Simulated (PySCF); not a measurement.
# Cd⁺: ionisation energy

Cd⁺ [Kr] 4d10 5s1 (2S) → Cd²⁺ [Kr] 4d10 (1S), as a difference of total energies. Calculation: PySCF 2.14, in x2c-TZVPPall (8s6p6d2f1g, 79 functions); scalar relativity by spin-free X2C-1e. Correlated levels: valence: [Kr] frozen; valence and next inner shell: [Ar] 3d10 frozen. The calculations carry no spin-orbit coupling.

```tsv
method	ionisation energy (eV)	error (eV)
UHF	15.568	-1.340
LDA	17.692	+0.784
PBE	17.319	+0.411
PBE0	16.994	+0.086
r2SCAN	17.095	+0.187
B2PLYP	16.981	+0.073
BP86	17.452	+0.544
TPSSh	16.898	-0.010
HSE06	17.047	+0.139
MP2 (valence)	16.677	-0.231
SCS-MP2 (valence)	16.499	-0.409
MP2 (valence and next inner shell)	16.807	-0.101
SCS-MP2 (valence and next inner shell)	16.586	-0.322
```

Reference: 16.908 eV (measured; NIST Atomic Spectra Database, ionization energies).

Errors of the correlated levels include the incompleteness of this basis and the frozen core.
